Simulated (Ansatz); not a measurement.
BCl2, SMILES Cl[B+]Cl, charge +1.

Geometry optimised at B3LYP-D3(BJ)/def2-TZVP.

Two levels are set side by side: PBE/def2-TZVPD (Ansatz, a program for electronic structure) and CAM-B3LYP/def2-TZVPD (Ansatz). Energy differences of separate SCF runs at the same geometry; the states with an electron removed or added have multiplicity 2 and 2. Differences are taken from unrounded values.

| quantity | CAM-B3LYP | PBE | PBE minus CAM-B3LYP |
|---|---|---|---|
| vertical ionisation energy (eV) | 19.69 | 19.27 | -0.42 |
| vertical electron affinity (eV) | 6.10 | 6.00 | -0.09 |
| vertical singlet–triplet gap (eV) | 6.35 | 5.91 | -0.44 |
